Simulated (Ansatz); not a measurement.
Cu(AsH3)H (CuAsH₄). Total charge 0; triplet. Geometry B3LYP-D4/def2-TZVP, that of the neutral singlet; atoms count from 1.

```xyz
6

Cu   -1.501   -0.647    0.513
As    0.578    0.249   -0.199
H     0.686    1.700   -0.614
H     1.293   -0.329   -1.400
H     1.770    0.245    0.732
H    -2.826   -1.218    0.969
```

At PBE0-D4/def2-TZVP a singlet of charge 0 lies 4.24 eV below the triplet at the same geometry.

Problem. Estimate the Mulliken populations from the PBE0/def2-TZVP orbitals of Ansatz.

Solution. 
```json
{"atom": "Cu1", "charge (e)": "-0.14", "spin (α − β)": "1.22", "d electrons": "9.48"}
{"atom": "As2", "charge (e)": "-0.14", "spin (α − β)": "0.36", "d electrons": "–"}
{"atom": "H3", "charge (e)": "0.09", "spin (α − β)": "-0.01", "d electrons": "–"}
{"atom": "H4", "charge (e)": "0.01", "spin (α − β)": "0.15", "d electrons": "–"}
{"atom": "H5", "charge (e)": "0.02", "spin (α − β)": "0.13", "d electrons": "–"}
{"atom": "H6", "charge (e)": "0.16", "spin (α − β)": "0.16", "d electrons": "–"}
```
Mulliken values and Mayer orders depend strongly on the basis.

Problem. Where does the spin sit?

Solution. Summed by element: Cu 1.22, As 0.36, H 0.42, of 2 unpaired in all. Largest on single atoms: Cu1 1.22, As2 0.36, H6 0.16.

Problem. And the Mayer bond orders between bonded heavy atoms (over 0.3)?

Solution. Cu1–As2 1.00 (2.37 Å).
